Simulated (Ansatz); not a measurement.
`CBCNC` → `[CH2]BC`• + `C[NH]`• at 400 K and 1 bar (homolysis of the C–N bond).

Calculated with Ansatz (gas phase, PBE0-D4/def2-TZVP geometries, no zero-point term in ΔE). CCSD(T)/CBS adds triple-zeta CCSD(T) − MP2 to the extrapolated MP2 energy (def2 sets, frozen cores). Open shells (•) are unrestricted, without spin–orbit coupling. Each species was taken in one conformer, which may not be the lowest.

| species | CCSD(T)/CBS energy (Eh) | H − E (kJ/mol) | S (J/(mol·K)) |
| --- | --- | --- | --- |
| `CBCNC` | -199.65543 | 379.3 | 377.8 |
| `[CH2]BC`• | -104.45017 | 213.7 | 319.3 |
| `C[NH]`• | -95.07984 | 145.2 | 259.9 |

H − E and S are ideal-gas, rigid-rotor, harmonic terms from PBE0-D4/def2-TZVP, for one conformer and one mirror image of each species, with the whole ground term of open shells counted as degenerate. 1 Eh = 2625.50 kJ/mol, R = 8.31446 J/(mol·K).

Task: By hand: ΔE, ΔH, ΔS and ΔG.

Result: ΔE = (-104.45017) + (-95.07984) − (-199.65543) = 0.12542 Eh = 329.3 kJ/mol. Δ(H − E) = 213.7 + 145.2 − 379.3 = -20.4, so ΔH = 308.9 kJ/mol. ΔS = 319.3 + 259.9 − 377.8 = 201.4 J/(mol·K). ΔG = 308.9 − 400 × (201.4)/1000 = 228.3 kJ/mol.

Task: By hand: the equilibrium constant, and the temperature at which ΔG would vanish if ΔH and ΔS stayed fixed.

Result: log₁₀ K = −ΔG/(RT ln 10) = -29.8. ΔG = 0 at ΔH/ΔS = 1534 K.

The number of gas molecules changes by +1, which sets the sign of ΔS. A doubt of 5 kJ/mol in ΔE shifts log₁₀ K by 0.7 here. Other conformers and mirror images would add mixing entropy, several J/(mol·K) or more a flexible species. These are equilibria of isolated gas molecules and say nothing of rates. Largest T1 diagnostic: 0.013 (customary marks: 0.02 for closed shells, 0.045 for open ones).
